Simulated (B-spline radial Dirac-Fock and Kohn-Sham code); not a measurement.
## Rb²⁺: input and output of one calculation

ΔSCF core binding energies without Breit or QED terms, calculated with a radial finite-basis atomic code. Keys: rel is the Hamiltonian (dirac, or spin-free x2c and nr, where L3 and M5 stand for the whole 2p and 3d shells), method is hf or an exchange,correlation pair (spin-unpolarised, also for the hole states), nuc the nuclear model, radius_factor scales its radius, rmax is the box in bohr, h the logarithmic mesh step, order the B-spline order, points the quadrature points per cell, c_factor scales the speed of light, and damp, ndamp, maxit and tol steer the iteration. The run stops when the commutator error falls below 10·tol·max(1, Z/10), or the numerical noise floor, and the energy has settled to about 1e-8 Ha; the virial ratio is −V/T.

Input (task.json):

```json
{"items": [{"Z": 37, "q": 2, "cfg": [[1, 0, 2], [2, 0, 2], [2, 1, 6], [3, 0, 2], [3, 1, 6], [3, 2, 10], [4, 0, 2], [4, 1, 5]], "A": 85, "rrms": 4.2036, "do": "settings", "holes": ["K", "L3", "M5"],
  "settings": [{"rel": "dirac", "method": "pbee", "nuc": "fermi", "radius_factor": 1.0, "rmax": 45.0, "h": 0.3, "order": 8, "points": 10, "c_factor": 1.0, "maxit": 80, "damp": 0.5, "ndamp": 3, "tol": 1e-08}]}]}
```

Command: `python xray2_run.py task.json out`

The program stops without a result: KeyError: "LibXCFunctional: name 'PBEE' not found.".

Q: One setting is unsound. Which, and why?

A: method names a functional that the program does not serve. With the default settings (Dirac Hartree-Fock): The ground state converged in 10 iterations, with total energy -2978.68911 Ha, virial ratio 1.97197 and highest orbital energy -39.49 eV. ΔSCF binding energies: K (1s) 15263.6 eV, M5 (3d5/2) 137.4 eV. Holes are computed only in closed shells, and unreliable hole states are left out.
